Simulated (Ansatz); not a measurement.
C4H12Ge (SMILES C[C](C)(C)[GeH3]), singlet, geometry from GFN2-xTB; Ansatz (a first-principles code) with CAM-B3LYP/3-21G.

The Ansatz input:
Ansatz 0.2 input:
```yaml
crystal:
  periodic: [false, false, false]
  atoms:
    - {symbol: Ge, position_ang: [0.46067749, 1.06204801, 0.12669895]}
    - {symbol: C, position_ang: [-0.33250695, -0.76656304, -0.09144853]}
    - {symbol: C, position_ang: [-0.54526840, -1.38912251, 1.28414072]}
    - {symbol: C, position_ang: [0.62092744, -1.63364519, -0.90644850]}
    - {symbol: C, position_ang: [-1.66922811, -0.65105376, -0.81596744]}
    - {symbol: H, position_ang: [1.77325686, 1.02052520, 0.84917919]}
    - {symbol: H, position_ang: [0.71116687, 1.72497062, -1.19404141]}
    - {symbol: H, position_ang: [-0.43786689, 1.97264572, 0.90772151]}
    - {symbol: H, position_ang: [-0.97730640, -2.38574086, 1.19286179]}
    - {symbol: H, position_ang: [0.40123205, -1.47487690, 1.81709018]}
    - {symbol: H, position_ang: [-1.22068345, -0.77771783, 1.88185265]}
    - {symbol: H, position_ang: [1.58399317, -1.72153951, -0.40441293]}
    - {symbol: H, position_ang: [0.78683792, -1.19965205, -1.89203244]}
    - {symbol: H, position_ang: [0.21215454, -2.63544972, -1.03884633]}
    - {symbol: H, position_ang: [-1.53507939, -0.20214585, -1.79970853]}
    - {symbol: H, position_ang: [-2.36130886, -0.03026137, -0.24773062]}
    - {symbol: H, position_ang: [-2.12162005, -1.63398667, -0.94795695]}
basis:
  gaussian:
    orbitals: 3-21G.json
    symmetry_tolerance_ang: 0.01
hamiltonian:
  xc: cam_b3lyp
```
The basis file holds 3-21G in the JSON format of the Basis Set Exchange.

The log (banner, timings and long lists left out):

```
Functional definition: CAM-B3LYP
956 factors; integrals over basis functions are off by at most 9.3e-4 eV
379 factors; integrals over basis functions are off by at most 4.7e-6 eV
mean field evaluation 1: about -60562.0197 eV, gradient 4.1e1 eV
mean field evaluation 2: about -60562.8451 eV, gradient 3.6e1 eV
mean field evaluation 4: about -60565.9490 eV, gradient 1.3e0 eV
mean field evaluation 8: about -60565.9488 eV, gradient 8.9e-3 eV
mean field -60565.94880071 eV, -2225.7575653516 hartree, gradient 1.4e-5 eV, S^2 0.000000; 0 other end points of the search recorded, 0 dependent functions left out
reference -60565.94893217 eV, -2225.7575701825 hartree; 34, 34 occupied and 49, 49 virtual orbitals, 956 factors
Total energy: -60565.94893217 eV, -2225.7575701825 hartree
```
